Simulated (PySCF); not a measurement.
From one molecule to another.

First species: C5H7NO2.
Atom-mapped SMILES: `[CH3:1][C@@H:2]1[O:3][CH2:4][O:5][C@H:6]1[C:7]#[N:8]` (hydrogens: H9, H10, H11 on C1; H12 on C2; H13, H14 on C4; H15 on C6)

Cartesian coordinates in Å at the GFN2-xTB level; atoms count from 1:
```
atom  x, y, z in Å
C1     1.9134   -0.2783   -0.1018
C2     0.4714    0.0796   -0.4156
O3     0.2163    1.4298   -0.0730
C4    -1.1020    1.4749    0.3752
O5    -1.3137    0.3001    1.1072
C6    -0.5774   -0.7075    0.4376
C7    -1.4252   -1.5219   -0.4163
N8    -2.0923   -2.1378   -1.1097
H9     2.1107   -1.3108   -0.3777
H10    2.1122   -0.1374    0.9578
H11    2.5720    0.3751   -0.6670
H12    0.2631   -0.0774   -1.4868
H13   -1.8066    1.5309   -0.4787
H14   -1.2368    2.3365    1.0317
H15   -0.1096   -1.3476    1.1952
```

Second species: C₄H₁₄N₃P.
SMILES: `CN(C)P(N)N(C)C`

Levels: PBE0/pcSseg-1 for HOMO energy, LUMO energy and HOMO–LUMO gap. Geometries: GFN2-xTB. All species are isolated and taken at one optimised geometry, non-relativistic unless stated. Electronic properties by PySCF.

The conformers computed, where there is a choice (atom-mapped SMILES and torsion angles):
- `[CH3:1][N:2]([CH3:3])[P:4]([NH2:5])[N:6]([CH3:7])[CH3:8]`: C1–N2–P4–N5 57°, N2–P4–N6–C7 137°, H–N5–P4–N2 51°, H–N5–P4–N2 169°

The conformers of `C[C@@H]1OCO[C@H]1C#N` aren't listed.

Values for the first species:

| Item | Value |
| --- | --- |
| HOMO energy | -8.26 eV |
| LUMO energy | 0.03 eV |
| HOMO–LUMO gap | 8.29 eV |

(1) Estimate the same properties for the second species, and the change in each.

Answers

(1) 
```tsv
property	first	second	second less first
HOMO energy	-8.26 eV	-5.37 eV	+2.89 eV
LUMO energy	0.03 eV	1.07 eV	+1.04 eV
HOMO–LUMO gap	8.29 eV	6.44 eV	-1.85 eV
```

